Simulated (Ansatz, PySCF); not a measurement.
C$_{3}$H$_{14}$GeSi$_{2}$ (SMILES [CH3][Ge]([CH3])([CH3])[SiH2][SiH3]), singlet, at a GFN2-xTB geometry. Base run: CASSCF(6,4)/STO-3G in PySCF.

Input for PySCF:
```python
from pyscf import gto, scf, mcscf
import numpy

mol = gto.Mole()
mol.atom = '''
    Si    3.00635091    0.00300964    0.41314387
    Si    1.21705344   -0.25597497   -1.03508840
    Ge   -0.89493537    0.02653634    0.00523149
    C    -2.05162064    1.35023126   -0.93346148
    C    -1.93425732   -1.67030523    0.10697029
    C    -0.69981981    0.67797475    1.87773112
    H     3.06377754    1.34979672    0.99100892
    H     2.94200763   -0.92659022    1.54618503
    H     4.29844088   -0.22491940   -0.23685074
    H     1.30903775    0.68488193   -2.16226944
    H     1.24332852   -1.57846496   -1.67895006
    H    -1.57687436    2.32711364   -0.96751066
    H    -3.00544941    1.45835032   -0.42345490
    H    -2.25048817    1.04028211   -1.95573991
    H    -2.12126364   -2.07509994   -0.88392232
    H    -1.39719133   -2.42239740    0.67861852
    H    -2.89452079   -1.50572846    0.58890708
    H    -0.12113474   -0.01956939    2.47762805
    H    -0.19427084    1.63958730    1.90844842
    H    -1.67094155    0.79770436    2.35027855
'''
mol.basis = 'sto-3g'
mol.verbose = 4
mol.build()

mf = scf.RHF(mol)
mf.kernel()
mc = mcscf.CASSCF(mf, 4, 6)
mc.fix_spin_(ss=0.0)
mc.kernel()
occ = numpy.linalg.eigvalsh(mc.fcisolver.make_rdm1(mc.ci, mc.ncas, mc.nelecas))[::-1]
ss = mc.fcisolver.spin_square(mc.ci, mc.ncas, mc.nelecas)[0]
print('natural occupations', occ.round(4), ' <S^2>', round(ss, 4))
```

Programs used: Ansatz (a program for electronic structure), PySCF; a row that names a program was run with it.

Each row names what was changed in the base input (with any setting that the change needs).

```tsv
change	ΔE vs base (mEh)	natural occupations	<S^2> of the state
base	0.000	2.00 2.00 1.98 0.02	0.00
code = ansatz	-5.324	-	-
conv_tol = 1e-5	0.151	2.00 2.00 1.98 0.02	0.00
state_average = 2 states	5.151	-	-
fix_spin_ = off	0.000	2.00 2.00 1.98 0.02	0.00
solver = newton	-0.019	2.00 2.00 1.98 0.02	0.00
active space = 4 electrons, 4 orbitals	-9.269	1.98 1.98 0.02 0.02	0.00
active space = 8 electrons, 8 orbitals	-37.072	1.99 1.98 1.98 1.97 0.03 0.02 0.02 0.02	0.00
code = ansatz; correction = SC-NEVPT2, all electrons	-270.8	-	-
start = MP2 natural orbitals	-2.527	2.00 2.00 1.98 0.02	0.00
active space = 2 electrons, 3 orbitals	1.907	1.98 0.02 0.00	0.00
```

Active orbitals are taken around the Fermi level unless the row says otherwise; CASSCF can end in different local minima, and two programs can end on different orbitals. State-averaged rows give the lowest state.

Ansatz warned in this series: other orbitals give a lower active-space energy.
